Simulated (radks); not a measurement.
Excited configurations of neutral iridium: one electron is placed in a higher orbital outside [Xe] 4f14 5d7 6s1. The ground configuration is [Xe] 4f14 5d7 6s2. All-electron calculation, scalar-relativistic Kohn-Sham, PBE, spin-polarised, spherical densities, point nucleus; open shells are filled with parallel spins first (spin-orbit coupling, left out, can overturn this in heavy ions). Program: a radial shooting solver on a logarithmic mesh with Libxc functionals. Excitation = E - E(ground); binding = E(ion) - E, where the ion is the core of charge +1; n* = 1/sqrt(2 binding) in atomic units, and the quantum defect is n - n*.

outer orbital  excitation (eV)  binding (eV)     n*  quantum defect  eigenvalue (eV)  <r> (bohr)
5f                       8.062         0.969  3.747           1.253           -0.478       16.58
6p                       4.006         5.025  1.645           4.355           -2.508       4.110
6d                       7.331         1.700  2.829           3.171           -0.795       9.828
6f                       8.352         0.679  4.477           1.523           -0.405       27.96
7s                       6.235         2.796  2.206           4.794           -1.697       7.944
7p                       7.077         1.954  2.639           4.361           -1.157       10.53
7d                       7.948         1.083  3.544           3.456           -0.623       18.35

The Delta-SCF ionisation energy is 9.031 eV (NIST Atomic Spectra Database: 8.967 eV, measured). Self-interaction in the functional shifts the binding energies and quantum defects, so they are the method's values and not measured ones. Open shells are spherical and high-spin; term and fine-structure splittings are not resolved. Spin-orbit splitting is averaged out at the scalar-relativistic level.
